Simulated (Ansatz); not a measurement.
Reaction (isomerisation): `B/C=C(/N)F` → `C=C(N)BF`

Computed with Ansatz on PBE0-D4/def2-TZVP structures; ΔE is electronic, products minus reactants. CBS: MP2 limit from def2 TZ/QZ plus the TZ coupled-cluster correction, frozen cores. Functionals use def2-TZVPP. B3LYP here is the variant with VWN-RPA as its local correlation; programs differ in this. HSE06 is defined as in plane-wave codes. One conformer a species, not always the lowest.

| level | ΔE (kcal/mol) | difference from CCSD(T)/CBS |
| --- | --- | --- |
| LDA (SPW92) | -36.0 | 6.4 |
| revPBE-D4 | -37.3 | 5.1 |
| BLYP-D4 | -38.8 | 3.6 |
| r2SCAN-D4 | -37.3 | 5.1 |
| B97M-V | -37.4 | 5.0 |
| PBE0-D4 | -37.6 | 4.8 |
| B3LYP-D4 | -39.1 | 3.3 |
| r2SCANh-D4 | -37.6 | 4.8 |
| r2SCAN0-D4 | -37.9 | 4.5 |
| BHLYP-D4 | -39.7 | 2.7 |
| CAM-B3LYP-D4 | -39.2 | 3.2 |
| ωB97X-V | -38.3 | 4.1 |
| B2PLYP | -40.1 | 2.3 |
| PBE-QIDH | -39.4 | 3.0 |
| PBE | -36.9 | 5.5 |
| revPBE | -37.0 | 5.4 |
| BLYP | -38.5 | 3.9 |
| r2SCAN | -37.3 | 5.1 |
| PBE0 | -37.5 | 4.9 |
| B3LYP | -38.8 | 3.6 |
| r2SCANh | -37.5 | 4.9 |
| r2SCAN0 | -37.9 | 4.5 |
| HSE06 | -37.4 | 5.0 |
| BHLYP | -39.5 | 2.9 |
| CAM-B3LYP | -39.0 | 3.4 |
| LC-ωPBE | -38.3 | 4.1 |
| RPA@PBE/def2-TZVPP | -40.5 | 1.9 |
| HF/def2-SVP | -38.3 | 4.1 |
| MP2/def2-SVP | -41.0 | 1.4 |
| CCSD/def2-SVP | -41.1 | 1.3 |
| CCSD(T)/def2-SVP | -41.1 | 1.3 |
| HF/def2-TZVPP | -39.3 | 3.1 |
| MP2/def2-TZVPP | -41.9 | 0.5 |
| SCS-MP2/def2-TZVPP | -41.8 | 0.6 |
| CCSD/def2-TZVPP | -41.7 | 0.7 |
| CCSD(T)/def2-TZVPP | -41.7 | 0.7 |
| HF/def2-QZVPP | -39.5 | 2.9 |
| MP2/def2-QZVPP | -42.4 | 0.0 |
| SCS-MP2/def2-QZVPP | -42.4 | 0.0 |
| CCSD/CBS(def2) | -42.4 | 0.0 |
| CCSD(T)/CBS | -42.4 | 0 |

Largest T1 diagnostic among the species: 0.013.

In def2-TZVPP, CCSD(T) changes the Hartree–Fock value by −2.4 kcal/mol (the triples alone add +0.0 kcal/mol) and MP2 by −2.6 kcal/mol. At CCSD(T), def2-SVP lies +1.3 kcal/mol from the extrapolated value and def2-TZVPP +0.7 kcal/mol.
